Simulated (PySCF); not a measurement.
C6H7N3Si: full NMR table

| Property | Result |
| --- | --- |
| Formula | C6H7N3Si |
| SMILES | [SiH3]n1nc2ccccc2n1 |
| InChI | InChI=1S/C6H7N3Si/c10-9-7-5-3-1-2-4-6(5)8-9/h1-4H,10H3 |
| Point group of the computed structure | C1 |
| Degrees of unsaturation | 6 |
| Carbon signals | 3 |
| Proton signals | 3 |

Mapped SMILES: `[SiH3:1][n:2]1[n:3][c:4]2[cH:5][cH:6][cH:7][cH:8][c:9]2[n:10]1`; H(Xn) means a hydrogen on atom n.

- geometry: GFN2-xTB
- NMR shieldings at PBE0/pcSseg-1/GIAO
- run in PySCF
- fast rotation and ring inversion assumed for equivalent nuclei, gas phase, one computed conformer, non-relativistic Hamiltonian

Chemical shifts δ = σref − σ; TMS for 1H (σref 31.72), 13C (σref 186.93), 29Si (σref 349.16); 15N (σref 267.73) against NH3, all at this level.

```tsv
carbon	δC, type	δH (multiplicity)	HMBC from (2–3 bonds)	span of the C tensor (ppm)
C4/C9	151.7, C	–	H(C5)/H(C8), H(C6)/H(C7)	167
C5/C8	125.1, CH	8.36 (d)	H(C6)/H(C7)	208
C6/C7	131.7, CH	7.77 (m)	H(C5)/H(C8), H(C6)/H(C7)	230
```

Other nuclei:
```csv
atoms,nucleus,environment,δ (ppm),σ (ppm)
H(Si1),1H,hydrogen on a silicon bonded to N,5.51,26.20
Si1,29Si,"silicon bonded to N, 3 H",-41.4,390.6
N3/N10,15N,pyridine-type nitrogen of an azole,369.3,-101.6
N2,15N,pyrrole-type ring nitrogen,286.8,-19.1
```

Carbon types of the structure: 2 × C, 4 × CH, leaving 3 H on heteroatoms. δC 151.7: ring-fusion aromatic carbon. δC 131.7, 125.1: aromatic CH. δH 8.36, 7.77: hydrogen on an aromatic CH; it sits in the deshielding region of the aromatic ring current. δH 5.51: hydrogen on a silicon bonded to N.

Shifts are as computed. Against solution values, carbons near 30 ppm lie about +3 ppm off and those near 130 ppm about +5 ppm. Of 1211 compounds with measured shifts, 218 miss one by over three times the rms of a fit or turn the order of signals round; such compounds aren't used in these exercises. Experimental scales use liquid or dissolved standards, which lie at an offset from isolated NH3 (liquid NH3: subtract about 20 ppm). Unscaled 15N shifts of sp2 nitrogen come out 20 to 40 ppm too high even then. No couplings were computed; multiplicities are counted from neighbouring protons, with m where these are inequivalent, close in shift, in a saturated or five-membered ring or joined by F or P, and br s for small geminal =CH2 splittings.
